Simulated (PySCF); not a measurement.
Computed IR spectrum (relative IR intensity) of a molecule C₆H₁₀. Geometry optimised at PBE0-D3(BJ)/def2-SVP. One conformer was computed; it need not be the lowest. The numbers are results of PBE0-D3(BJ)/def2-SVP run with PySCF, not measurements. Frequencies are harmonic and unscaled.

ν (cm⁻¹): 154 (vw), 266 (vw), 385 (vw), 665 (w), 783 (m), 881 (m), 918 (m), 929 (vs), 954 (w), 985 (m), 1043 (m), 1049 (vs), 1090 (w), 1139 (vw), 1212 (vw), 1285 (w), 1309 (w), 1352 (m), 1392 (w), 1433 (w), 1451 (w), 1467 (m), 1478 (m), 1700 (m), 1761 (m), 3039 (s), 3054 (vs), 3102 (m), 3145 (vw), 3149 (vs), 3155 (s), 3161 (s), 3171 (m), 3268 (m) (against the strongest line: vs over 80 %, s over 45 %, m over 15 %, w over 4 %, vw less)

Task: Which molecule gave these data?
A. C=C=CCCC
B. CC1=CCCC1
C. C=C/C=C/CC
D. C=CC1(C)CC1

Result: C, C=C/C=C/CC
